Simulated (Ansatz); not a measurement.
Isolated molecules relaxed with PBE0-D4/def2-TZVP in Ansatz; ΔE leaves out vibrations. CBS: MP2 limit from def2 TZ/QZ plus the TZ coupled-cluster correction, frozen cores. Functionals use def2-TZVPP. For Br outer-core shells are correlated without core-valence functions, which leaves a few kJ/mol of doubt a bond. Scalar relativity is left out up to krypton. Each species was taken in one conformer, which may not be the lowest.

Consider the ligand exchange at the Al–N bond: `C=C=C=[N][AlH2]` + `O[SiH](O)Br` → `O[SiH](Br)[O][AlH2]` + `C=C=C=N`.

```tsv
level	ΔE (kcal/mol)	difference from CCSD(T)/CBS
PBE-D4	-9.4	3.2
r2SCAN-D4	-10.5	2.1
ωB97X-V	-12.4	0.2
B2PLYP	-11.1	1.5
HF/def2-TZVPP	-13.3	-0.7
SCS-MP2/def2-TZVPP	-12.0	0.6
HF/def2-QZVPP	-13.7	-1.1
MP2/def2-QZVPP	-11.0	1.6
SCS-MP2/def2-QZVPP	-12.1	0.5
HF/CBS(def2)	-13.8	-1.2
CCSD(T)/CBS	-12.6	0
```

Largest T1 diagnostic among the species: 0.016.

From PBE to PBE0 (25 % exact exchange), in def2-TZVPP and without D4, ΔE moves by −1.0 kcal/mol.
